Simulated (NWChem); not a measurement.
# MoNHSCl$_{2}$; SMILES [NH]=[Mo](=[S])([Cl])[Cl]

```xyz
6

Mo     0.0291     0.1861     0.0000
N      0.1496     1.8814     0.0000
H      0.6411     2.7755     0.0000
S      1.9836    -0.5782     0.0000
Cl    -1.0190    -0.4267    -1.9116
Cl    -1.0190    -0.4267     1.9116
```
Atoms are numbered in this order, from 1.

Results from NWChem. Coordinates come from a PBE0/def2-SVP optimisation. Not confirmed as a minimum by frequencies. def2 effective core potentials on Mo; no spin-orbit coupling.

For level B3LYP/def2-SVP:

```
Property                     Result
---------------------------  ------
highest occupied level (eV)   -7.65
orbital gap (eV)               4.15
dipole (D)                     2.01
```

Problem. How do the values read with level LDA (Slater exchange, VWN5)/def2-SVP instead?

Solution. highest occupied level (eV): -6.82
orbital gap (eV): 2.69
dipole (D): 1.89
